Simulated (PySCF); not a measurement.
**Ionisation energy of Os by level of theory**

Os [Xe] 4f14 5d6 6s2 (5D) → Os+ [Xe] 4f14 5d6 6s1 (6D), as a difference of total energies. All numbers are calculated (PySCF 2.14, a scalar-relativistic core potential, in aug-cc-pVDZ-PP with ECP60MDF). Correlated levels: valence: 5s2 5p6 frozen. The calculations carry no spin-orbit coupling.

```json
{"method": "UHF", "ionisation energy (eV)": "6.554", "error (eV)": "-1.919"}
{"method": "LDA", "ionisation energy (eV)": "8.835", "error (eV)": "+0.362"}
{"method": "PBE", "ionisation energy (eV)": "8.375", "error (eV)": "-0.098"}
{"method": "PBE0", "ionisation energy (eV)": "8.108", "error (eV)": "-0.365"}
{"method": "r2SCAN", "ionisation energy (eV)": "8.081", "error (eV)": "-0.392"}
{"method": "r2SCANh", "ionisation energy (eV)": "8.034", "error (eV)": "-0.439"}
{"method": "M06-L", "ionisation energy (eV)": "8.626", "error (eV)": "+0.153"}
{"method": "MN15", "ionisation energy (eV)": "8.539", "error (eV)": "+0.066"}
{"method": "LC-wPBE", "ionisation energy (eV)": "7.842", "error (eV)": "-0.631"}
{"method": "MP2 (valence)", "ionisation energy (eV)": "8.009", "error (eV)": "-0.464"}
{"method": "SCS-MP2 (valence)", "ionisation energy (eV)": "8.217", "error (eV)": "-0.256"}
```

Reference: 8.473 eV (measured; NIST levels, between the centres of gravity of the two terms).

Errors of the correlated levels include the incompleteness of this basis and the frozen core.

MP2 underrates the near-degeneracy of ns² with np² in the lower species.
